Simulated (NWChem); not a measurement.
Molecule: BH$_{3}$S$_{2}$O; SMILES OB(S)S

```xyz
7

B      0.4036     0.0306     0.0000
O      1.7543     0.1197     0.0000
H      2.2205    -0.7203     0.0000
S     -0.5523    -1.5265     0.0000
H      0.4923    -2.3843     0.0000
S     -0.4907     1.6134     0.0000
H     -1.7333     1.0873     0.0000
```
Atoms are numbered in this order, from 1.

Level: PBE0/def2-SVP (NWChem), optimised geometry, unscaled harmonic frequencies. 

| frequency (cm⁻¹) | IR intensity (km/mol) |
|---|---|
| 174 | 8.2 |
| 230 | 3.9 |
| 337 | 6.2 |
| 346 | 0.3 |
| 453 | 117.4 |
| 499 | 34.6 |
| 530 | 7.9 |
| 778 | 49.6 |
| 833 | 1.6 |
| 887 | 185.4 |
| 1120 | 261.3 |
| 1370 | 237.6 |
| 2705 | 5.5 |
| 2729 | 0.1 |
| 3935 | 94.9 |

| Quantity | Value |
|---|---|
| zero-point energy | 24.2 kcal/mol |
| thermal correction to the enthalpy at 298.15 K (with zero-point energy) | 28.3 kcal/mol |
| heat capacity Cv | 18.8 cal/(mol K) |
| entropy at 298.15 K and 1 atm (symmetry number 1) | 75.3 cal/(mol K) |
| dipole moment | 2.53 D |

Rigid rotor and harmonic oscillator.
